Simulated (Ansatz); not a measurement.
`N[SiH2][SiH2]S` + H₂ → `[SiH3][SiH2]S` + NH₃  (hydrogenolysis of the Si–N bond)

Isolated molecules relaxed with PBE0-D4/def2-TZVP in Ansatz; ΔE leaves out vibrations. CCSD(T)/CBS is the MP2 limit (def2-TZVPP, def2-QZVPP) plus CCSD(T) − MP2 in def2-TZVPP, frozen cores. This one scheme is used for every species. Functionals use def2-TZVPP. One conformer a species, not always the lowest.

```csv
level,ΔE (kcal/mol),difference from CCSD(T)/CBS
BLYP-D4,5.1,0.6
PBE0-D4,3.7,-0.8
r2SCAN0-D4,4.5,0.0
ωB97M-V,4.6,0.1
B2PLYP,3.7,-0.8
PBE,2.5,-2.0
r2SCAN,4.4,-0.1
CCSD/def2-SVP,0.7,-3.8
CCSD(T)/def2-TZVPP,3.7,-0.8
HF/def2-QZVPP,1.4,-3.1
CCSD(T)/CBS,4.5,0
```

Largest T1 diagnostic among the species: 0.012.

The D4 term adds +2.2 kcal/mol with B3LYP and +1.2 kcal/mol with PBE0; it sums over pairs of atoms, weighted by their polarisabilities, and B3LYP, whose exchange is more repulsive, gets the larger term. At CCSD(T), def2-SVP lies −3.3 kcal/mol from the extrapolated value and def2-TZVPP −0.8 kcal/mol.

CCSD(T)/CBS has its own doubt, a few kJ/mol and more with outer-core shells, so smaller differences from it don't rank the levels.

B3LYP here is the variant with VWN-RPA as its local correlation; programs differ in this.
